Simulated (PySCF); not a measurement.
C₂H₄F, SMILES C[CH]F, multiplicity 2. The structure is a stationary point at PBE-D3(BJ)/def2-TZVP. The isomer is the one that the SMILES or the coordinates give; other isomers of the formula were not compared.

Computed with PBE-D3(BJ)/def2-TZVP (PySCF 2.14.0).

Harmonic wavenumbers (cm⁻¹): 186, 395, 507, 889, 976, 1105, 1154, 1312, 1363, 1402, 1427, 2890, 2984, 3050, 3107. Rotational constants (GHz): 47.00, 9.404, 8.284; symmetry number 1.

Q: Work out the zero-point energy and the ideal-gas rigid-rotor harmonic-oscillator thermochemistry at 298.15 K and 1 atm.

A: ZPE = ½ Σ hcν = ½ × 22747 cm⁻¹ = 32.52 kcal/mol. H − E(el) = 35.70 kcal/mol. Entropy in cal/(mol K): translation 37.47, rotation 22.00, vibration 4.33, spin 1.38, total 65.18. G − E(el) = 16.27 kcal/mol. Cp = 14.42 cal/(mol K).
